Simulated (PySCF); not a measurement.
Radial density of Ni (nickel, neutral)

UHF, [Ar] 3d8 4s2, high-spin 3F determinant. All numbers are calculated (PySCF 2.14, scalar relativity by spin-free X2C-1e, in x2c-SVPall (5s3p3d1f, 36 functions)).

```tsv
r (bohr)	4πr²ρ (e/bohr)	4πr²(ρα − ρβ)
0.000831	0.1727	0.0000
0.00140	0.4701	0.0000
0.00235	1.213	0.0000
0.00395	2.903	0.0001
0.00665	6.667	0.0002
0.0112	13.91	0.0004
0.0188	24.69	0.0007
0.0316	33.37	0.0008
0.0532	31.07	0.0012
0.0895	27.03	0.0110
0.151	37.51	0.1046
0.253	28.43	0.5477
0.426	16.15	1.6380
0.717	19.82	2.0844
1.21	7.163	1.0083
2.03	1.561	0.1710
3.41	0.5745	0.0013
5.74	0.06962	-0.0090
9.65	0.0007990	-0.0002
```

Densities and radii are taken from the X2C orbitals without a picture-change correction, which distorts them close to the nucleus.

Task: Where is the radial spin density 4πr²(ρα − ρβ) most negative, and why is it negative at all?

Result: Around r = 5.74 bohr, down to -0.0090 e/bohr: exchange with the open shell polarises the paired shells in an unrestricted calculation.
